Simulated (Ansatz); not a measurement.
A structure drawn as `[CH3][Al-]([CH3])([CH3])[PH3+]`, with this starting geometry:

```xyz
17

C    -1.277   -0.224    1.498
Al    0.024    0.036    0.077
C     1.606   -1.051    0.477
C     0.587    1.935    0.054
P    -0.836   -0.583   -1.927
H    -0.924    0.037    2.482
H    -1.591   -1.335    1.538
H    -2.210    0.335    1.297
H     1.373   -2.162    0.481
H     2.409   -0.908   -0.333
H     2.056   -0.759    1.437
H     1.308    2.098   -0.781
H     0.888    2.250    0.995
H    -0.394    2.552   -0.233
H    -2.147   -1.041   -1.771
H    -0.829    0.473   -2.818
H    -0.041   -1.654   -2.473
```

Charge 0, multiplicity 1.

(1) Relax it with Ansatz at PBE-D4/def2-SVP and then PBE0-D4/def2-TZVP. Is the drawn bonding still there?

(2) Give the relaxed structure. (An estimate is asked.)

Atoms count as bonded under 1.1 times the sum of their covalent radii (H–H under 0.85 Å, pairs among N, O and F under 1.55 Å), and a drawn bond as lost past 1.3 times.

Results:

(1) Yes, every drawn bond is still there and no new one forms.

(2) Computed: 
Z-matrix (Å, degrees):
```
C
Al 1 1.975
H 1 1.095 2 112.9
H 1 1.097 2 109.9 3 -118.8
H 1 1.095 2 112.9 3 122.5
C 2 1.975 1 118.2 3 -164.4
C 2 1.975 1 118.2 3 41.9
P 2 2.609 1 97.8 3 -61.3
H 6 1.095 2 112.9 1 164.5
H 6 1.095 2 112.9 1 42.0
H 6 1.097 2 109.9 1 -76.7
H 7 1.095 2 112.9 1 -164.4
H 7 1.097 2 109.9 1 76.8
H 7 1.095 2 112.9 1 -41.9
H 8 1.411 2 119.7 1 0.5
H 8 1.411 2 119.8 1 120.6
H 8 1.411 2 119.7 1 -119.4
```
No frequency check was run.
